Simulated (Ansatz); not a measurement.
Start from `[F][Sn]([F])([F])[I]` and change one atom or group to get `N#[C][Sn]([F])([F])[F]`.

Ansatz, PBE0-D4/def2-TZVP geometries, multiplicity 1. 

Elements past krypton have def2 core potentials.  Spin–orbit coupling is left out; it splits and shifts lone-pair levels of the heavy atoms by tenths of an eV.

| property | `[F][Sn]([F])([F])[I]` |
| --- | --- |
| size of the dipole moment (PBE/def2-TZVPP) / D | 3.07 |
| ideal-gas entropy at 298 K and 1 bar (rigid rotor, harmonic PBE0-D4/def2-TZVP) / J/(mol·K) | 367 |
| HOMO–LUMO gap (PBE0/def2-TZVPP) / eV | 5.61 |
| zero-point energy (PBE0-D4/def2-TZVP) / kJ/mol | 17.5 |
| HOMO energy (PBE/def2-TZVPP) / eV | -7.86 |
| HOMO–LUMO gap (ωB97M-V/def2-TZVPP) / eV | 9.79 |

(1) Give the same properties after the change, and the shifts. (An estimate is asked.)

## Answers

(1) Computed: 
| property | `N#[C][Sn]([F])([F])[F]` | shift |
| --- | --- | --- |
| size of the dipole moment (PBE/def2-TZVPP) / D | 0.42 | -2.65 |
| ideal-gas entropy at 298 K and 1 bar (rigid rotor, harmonic PBE0-D4/def2-TZVP) / J/(mol·K) | 364 | -3 |
| HOMO–LUMO gap (PBE0/def2-TZVPP) / eV | 8.25 | 2.64 |
| zero-point energy (PBE0-D4/def2-TZVP) / kJ/mol | 36.5 | 19.0 |
| HOMO energy (PBE/def2-TZVPP) / eV | -9.61 | -1.75 |
| HOMO–LUMO gap (ωB97M-V/def2-TZVPP) / eV | 12.78 | 2.99 |

With PBE0 the HOMO falls by 2.22 eV and the LUMO rises by 0.41 eV, so the gap widens by about 2.63 eV. PBE moves the HOMO by -1.75 eV and ωB97M-V by -2.43 eV. The zero-point energy changes by 19.0 kJ/mol with +3 modes. Dipoles are sizes alone; their direction can turn.
